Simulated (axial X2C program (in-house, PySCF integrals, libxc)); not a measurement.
## Nuclear properties of FeI

Calculated with an in-house all-electron X2C program for linear molecules (integrals from PySCF): two-component X2C with atomic mean-field Coulomb and Gaunt terms, Gaussian nuclei, basis I dyall-cv3z, Fe dyall-cv3z with contracted cores.

R = 2.544 Å (near the PBE0 minimum at charge 0 of the determinant lowest at the starting distance; the state shown can have its own minimum elsewhere).

Determinant lowest in the PBE0 search, Ω = 9/2 (⟨Sz⟩ = 2.49, ⟨Lz⟩ = 2.01 at PBE0), spin on the atoms I 0.09, Fe 2.41:

| level | Eeff magnitude (GV/cm) | Ws magnitude I (kHz) | Ws magnitude Fe (kHz) | A∥/gI I (MHz) | qzz I (a.u.) | A∥/gI Fe (MHz) | qzz Fe (a.u.) | μ (D) |
| --- | --- | --- | --- | --- | --- | --- | --- | --- |
| PBE0 | 4.37 | 0.491 | 0.0929 | 39.7 | 2.83 | 556 | 0.94 | 2.26 |
| HF | 3.11 | 0.294 | 0.101 | 25.9 | 2.44 | 472 | 0.75 | 2.97 |
| PBE50 | 4.1 | 0.437 | 0.101 | 36.7 | 2.96 | 534 | 0.91 | 2.73 |
| r2SCAN | 4.95 | 0.58 | 0.0889 | 51.1 | 2.30 | 589 | 0.85 | 1.83 |
| B3LYP | 4.87 | 0.564 | 0.0915 | 48 | 2.75 | 561 | 0.99 | 2.12 |

Eeff is the effective electric field on the electron electric dipole moment in this Ω state and Ws the scalar–pseudoscalar constant of the nucleus named (defined with the proton number Z and per Ω); A∥ (defined per Ω) follows by multiplying with gI = μI/(I μN); qzz is the electric field gradient, eQq0 = 234.96 MHz × Q/barn × qzz; μ is positive if the Fe end (last atom) is positive. The operators were transformed with the bare-nucleus X2C matrices; with these basis sets, hyperfine constants and field gradients can be off by tens of per cent, and where levels differ in sign neither size nor sign is settled.

Question: With gI(127I) = 1.1253, Q(127I) = -0.68822 barn, gI(57Fe) = 0.1809 (g factors from the IAEA table of nuclear moments by Stone; Q from Pyykkö, Mol. Phys. 2018), turn the PBE0 values of the first state into constants in MHz.

Answer: A∥(127I) = 39.7 × 1.1253 = 44.7 MHz; eQq0(127I) = 234.96 × (-0.68822) × (2.83) = -458 MHz; A∥(57Fe) = 556 × 0.1809 = 101 MHz.

Each state is one determinant with collinear spin, which with several unpaired electrons need not be a pure state. Unrestricted Hartree–Fock can overshoot spin polarisation at the nuclei. With several open shells hyperfine constants can be off by a factor of several. At B3LYP, r2SCAN a later determinant lies lower. States lie within half an eV, so the first need not be the ground state. Further determinants of the search, some of them spin-mixed, are not shown.
